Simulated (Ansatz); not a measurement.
CH8AlFSi2 can be A, `C[SiH2][Al]([F])[SiH3]`, or B, `F[CH]([AlH2])[SiH2][SiH3]`.

Program: Ansatz. Geometries: PBE0-D4/def2-TZVP. ΔE: electronic, gas phase. CCSD(T)/CBS is the MP2 limit (def2-TZVPP, def2-QZVPP) plus CCSD(T) − MP2 in def2-TZVPP, frozen cores. Functionals use def2-TZVPP. B3LYP here is the variant with VWN-RPA as its local correlation; programs differ in this. One conformer a species, not always the lowest.

A:

Z-matrix (Å, degrees):
```
C
Si 1 1.883
H 1 1.092 2 110.7
H 1 1.092 2 111.0 3 -120.0
H 1 1.092 2 111.0 3 120.1
Al 2 2.459 1 112.2 3 -179.5
H 2 1.493 1 109.7 3 58.6
H 2 1.494 1 109.6 3 -58.0
Si 6 2.461 2 126.9 1 1.2
F 6 1.658 2 117.3 1 -178.0
H 9 1.493 6 110.0 2 -89.1
H 9 1.492 6 110.7 2 28.8
H 9 1.490 6 113.3 2 150.2
```

B:

Z-matrix (Å, degrees):
```
C
Al 1 1.977
Si 1 1.894 2 114.3
F 1 1.411 2 111.3 3 124.3
H 1 1.102 2 108.3 3 -118.0
H 2 1.587 1 116.7 3 65.2
H 2 1.582 1 120.4 3 -114.2
Si 3 2.346 1 109.6 2 -58.6
H 3 1.491 1 109.6 2 60.7
H 3 1.489 1 110.6 2 179.7
H 8 1.488 3 110.5 1 -47.6
H 8 1.488 3 109.7 1 -167.5
H 8 1.488 3 110.6 1 72.6
```

(1) Which is lower in electronic energy at CCSD(T)/CBS, and by how much? (Best estimate.)

(2) Give E(B) − E(A) in kcal/mol with r2SCAN-D4, CCSD/def2-TZVPP, CCSD(T)/def2-TZVPP, HF/def2-TZVPP, B3LYP, B3LYP-D4, B2PLYP. (An estimate is asked.)

Largest T1 diagnostic: 0.013.

## Answers

(1) Ansatz gave: A, by 77.7 kcal/mol.

(2) Computed: r2SCAN-D4 76.5, CCSD/def2-TZVPP 77.8, CCSD(T)/def2-TZVPP 77.4, HF/def2-TZVPP 76.9, B3LYP 76.5, B3LYP-D4 74.6, B2PLYP 77.3. None reverses the order clearly.

From PBE to PBE0 (25 % exact exchange), in def2-TZVPP and without D4, E(B) − E(A) moves by +1.2 kcal/mol. The D4 term adds −1.9 kcal/mol with B3LYP and −1.0 kcal/mol with PBE0; it sums over pairs of atoms, weighted by their polarisabilities, and B3LYP, whose exchange is more repulsive, gets the larger term.
